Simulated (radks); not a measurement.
All-electron atom: Sr5+ in [Ar] 3d10 4s2 4p3.

All-electron calculation, Dirac Kohn-Sham, PBEsol, spin-unpolarised, spherical densities, finite nucleus; open shells fill j = l - 1/2 first; Fermi nuclear charge, rms radius 4.224 fm. Program: a radial shooting solver on a logarithmic mesh with Libxc functionals.

Energy parts (eV):
| part | energy |
|---|---|
| total | -86285.594 |
| kinetic | 88883.304 |
| electron-nucleus | -206130.530 |
| Hartree | 33713.892 |
| exchange-correlation | -2752.259 |

Orbitals (lengths in bohr, moments of r in powers of bohr; <r^-3> diverges for s and p1/2; r(max) is where P^2 peaks):
orbital	occ.	eigenvalue (eV)	<1/r>	<r^-3>	<r^4>	r(max)	small-component weight
1s1/2	2	-15987.95	38.98	-	0.00001104	0.02554	1.91e-02
2s1/2	2	-2222.605	8.776	-	0.002123	0.1453	3.83e-03
2p1/2	2	-2029.360	8.750	-	0.001436	0.1137	3.83e-03
2p3/2	4	-1960.996	8.410	1712	0.001575	0.1171	3.73e-03
3s1/2	2	-399.1751	2.937	-	0.1207	0.4360	9.70e-04
3p1/2	2	-328.9476	2.829	-	0.1312	0.4246	9.18e-04
3p3/2	4	-318.4217	2.748	266.4	0.1422	0.4336	8.90e-04
3d3/2	4	-194.9887	2.530	36.53	0.1767	0.3741	7.76e-04
3d5/2	6	-193.1424	2.509	35.13	0.1815	0.3768	7.68e-04
4s1/2	2	-99.8012	1.063	-	4.889	1.155	2.13e-04
4p1/2	2	-80.6958	0.9658	-	7.054	1.241	1.82e-04
4p3/2	1	-79.1765	0.9470	38.76	7.503	1.263	1.78e-04

The highest occupied level is 4p3/2 at -79.177 eV. The density falls to 0.001 e/bohr^3 at r = 2.83 bohr. Summed over all electrons, <r^2> = 15.74 bohr^2, which gives a Langevin (diamagnetic) susceptibility term of -12.5 x 10^-6 cm^3/mol. For comparison, the ionisation energy in NIST's Atomic Spectra Database is 88 eV (theoretical). In exact Kohn-Sham theory the highest level is minus the ionisation energy, but local and semilocal functionals leave it too shallow, through self-interaction and a potential that decays too fast; potentials with the right tail come closer.

Beside tabulated values, note that spin-unpolarised runs miss the spin-polarisation part of the exchange energy of open shells.
